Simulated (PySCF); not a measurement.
C4H9O, SMILES C1CC[OH+]C1, charge +1.

Geometry optimised at PBE-D3(BJ)/def2-SVP. The isomer is the one that the SMILES or the coordinates give; other isomers of the formula were not compared. The values are those of a single conformer.

Level of theory: PBE-D3(BJ)/def2-SVP (PySCF).

Harmonic, unscaled wavenumbers; measured fundamentals usually lie a few per cent lower.

```tsv
mode	ν (cm⁻¹)	IR (km/mol)	Raman (Å⁴/amu)	depolarisation	moving atoms (share of kinetic energy)
1	135	9.0	0.2	0.74	H 51 %, C 27 %, O 22 %
2	269	0.9	0.2	0.27	H 59 %, C 40 %
3	490	105.6	0.6	0.73	H 51 %, O 39 %, C 10 %
4	539	4.0	0.9	0.71	H 46 %, C 44 %, O 9 %
5	661	41.9	3.4	0.34	C 53 %, H 42 %
6	718	40.0	0.7	0.30	C 42 %, O 35 %, H 23 %
7	762	10.8	9.5	0.15	O 36 %, C 33 %, H 32 %
8	818	2.3	0.8	0.50	H 66 %, C 29 %
9	872	8.7	0.7	0.72	C 52 %, H 48 %
10	907	4.9	9.3	0.08	C 64 %, H 35 %
11	916	1.3	0.2	0.57	H 75 %, C 23 %
12	959	12.8	1.9	0.75	H 52 %, C 47 %
13	1027	0.7	6.7	0.67	H 68 %, C 32 %
14	1081	10.5	1.6	0.52	H 64 %, C 34 %
15	1141	8.8	5.9	0.75	H 68 %, C 30 %
16	1153	9.0	3.9	0.74	H 73 %, C 22 %
17	1185	5.7	4.0	0.56	H 74 %, C 25 %
18	1214	1.9	10.4	0.74	H 80 %, C 20 %
19	1263	25.8	6.1	0.75	H 83 %, C 16 %
20	1269	13.7	3.5	0.75	H 78 %, C 17 %
21	1314	0.8	2.4	0.73	H 74 %, C 26 %
22	1330	6.9	2.8	0.72	H 74 %, C 22 %
23	1344	13.8	1.1	0.67	H 70 %, C 24 %
24	1405	16.3	14.0	0.75	H 91 %, C 9 %
25	1410	20.1	10.8	0.75	H 92 %, C 8 %
26	1428	7.4	4.6	0.75	H 90 %, C 10 %
27	1441	0.8	5.9	0.61	H 89 %, C 11 %
28	3014	1.1	178.5	0.07	H 94 %
29	3020	1.6	40.6	0.25	H 94 %
30	3030	2.5	70.5	0.18	H 95 %
31	3045	0.2	98.1	0.10	H 95 %
32	3081	5.4	94.7	0.39	H 90 %, C 10 %
33	3086	1.6	59.6	0.72	H 90 %, C 10 %
34	3124	1.0	66.9	0.60	H 90 %, C 10 %
35	3127	0.7	47.6	0.75	H 89 %, C 11 %
36	3613	234.3	70.7	0.23	H 94 %
```
